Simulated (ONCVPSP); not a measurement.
## u(r) = r·R(r): atom against pseudo-atom (In (Z = 49))

Columns: radius, all-electron u(r) and pseudo u(r) of the 4p shell (level -96.19 eV) of indium in the configuration [Ar] 3d10 4s2 4p6 4d10 5s1; PBE, scalar-relativistic, ONCV scheme, ONCVPSP 4.0.1.

```csv
r (bohr),all-electron,pseudo
0.075,0.4134,0.0130
0.150,-0.1600,0.0551
0.225,-0.6143,0.1332
0.300,-0.5841,0.2509
0.375,-0.2452,0.4048
0.450,0.1875,0.5844
0.525,0.5813,0.7730
0.600,0.8807,0.9491
0.675,1.0737,1.0884
0.750,1.1722,1.1725
0.825,1.1959,1.1954
0.900,1.1663,1.1663
0.975,1.1016,1.1016
1.050,1.0163,1.0163
1.125,0.9212,0.9213
1.200,0.8239,0.8239
1.275,0.7290,0.7290
1.350,0.6396,0.6396
1.425,0.5573,0.5573
1.500,0.4828,0.4828
1.575,0.4164,0.4164
1.650,0.3576,0.3576
1.725,0.3061,0.3062
1.800,0.2613,0.2613
1.875,0.2225,0.2225
1.950,0.1890,0.1890
```

Task: How many radial nodes do the two functions have?

Result: The all-electron 4p function has n − l − 1 = 2; the pseudo-wave has 0, since the states of the same l below it are removed with the core.

Task: At about which radius was the pseudo-wave matched?

Result: 0.95 bohr. The columns agree to 0.0005 from 0.75 bohr on; several derivatives are matched, so the curves merge somewhat inside the radius.

Task: Where does each function peak?

Result: Outermost all-electron maximum near 0.82 bohr, pseudo maximum near 0.82 bohr (to the table’s step).

Task: Is the pseudo-wave norm-conserving?

Result: Yes: the ONCV scheme keeps the norm inside the radius equal to the all-electron one, which fixes the energy derivative of the logarithmic derivative at the level.
